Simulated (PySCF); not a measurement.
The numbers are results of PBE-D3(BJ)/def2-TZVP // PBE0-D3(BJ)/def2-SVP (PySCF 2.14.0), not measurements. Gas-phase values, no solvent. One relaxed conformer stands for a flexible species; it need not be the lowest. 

Reference species (SMILES): `BC1(C#N)CCCCC1` (neutral, multiplicity 1).

```yaml
HOMO: -7.41 eV
HOMO–LUMO gap: 4.41 eV
LUMO: -3.00 eV
```

Changed species: `B[C@H]1CC[C@H](C#N)CC1`.

### Question
Give the shifts of the HOMO, HOMO–LUMO gap and LUMO.

### Answer
the HOMO goes up by 0.08 eV, to -7.33 eV; the HOMO–LUMO gap increases by 0.33 eV, to 4.74 eV; the LUMO goes up by 0.41 eV, to -2.59 eV.
